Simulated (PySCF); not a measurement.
C4H9BO2, SMILES BCCC(=O)OC (GFN2-xTB optimised geometry):

```
16

B      2.285    -1.894     0.330
C      1.569    -0.543     0.000
C      0.038    -0.543     0.000
C     -0.523     0.859     0.000
O      0.049     1.844     0.387
O     -1.778     0.876    -0.474
C     -2.429     2.139    -0.487
H      3.445    -1.962     0.207
H      1.686    -2.822     0.714
H      1.923    -0.129    -0.948
H      1.900     0.189     0.746
H     -0.338    -1.033     0.902
H     -0.366    -1.082    -0.857
H     -2.429     2.575     0.514
H     -3.445     1.955    -0.826
H     -1.916     2.822    -1.167
```

Method: PBE/def2-TZVP run with PySCF 2.14.0.

Problem. What are the frontier orbital energies and the dipole moment?

Solution. HOMO-2 -7.77 eV, HOMO-1 -7.29 eV, HOMO -6.36 eV, LUMO -2.44 eV, LUMO+1 -0.77 eV; dipole moment 1.69 D.

Meta-Löwdin charges at PBE/def2-TZVP: B1 0.00, C2 -0.31, C3 -0.25, C4 0.48, O5 -0.44, O6 -0.31, C7 -0.15, H8 0.02, H9 0.01, H10 0.14, H11 0.16, H12 0.14, H13 0.13, H14 0.13, H15 0.13, H16 0.13.
